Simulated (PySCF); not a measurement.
A run for PySCF: R-B3LYP/3-21G on CH4SSi (SMILES C[Si]S), a point of a torsion scan.

```python
from pyscf import gto, scf, dft, mp
from pyscf.data.elements import chemcore

mol = gto.M(
    atom='''
    C    -1.03396070   -0.04332925   -0.02427094
    Si    0.25179210    1.38121779    0.05485507
    S    -0.79014407    2.97714058   -1.03133768
    H    -0.59937291   -0.90043442   -0.53706665
    H    -1.97112872    0.20285013   -0.52594973
    H    -1.27628460   -0.37435359    0.98475008
    H    -1.92515898    2.36225459   -1.34314490
    ''',
    basis='3-21g',
    charge=0, spin=0, verbose=3, max_memory=1800)
mf = dft.RKS(mol, xc='b3lyp')
mf.conv_tol = 1e-8
mf.max_cycle = 100
mf.kernel()
if not mf.converged:
    mf = mf.newton().run(mf.mo_coeff, mf.mo_occ)
```

The log:

```
converged SCF energy = -724.49130742684
```

The calculation finished and met its thresholds.

Cost: very roughly 4 core-seconds.
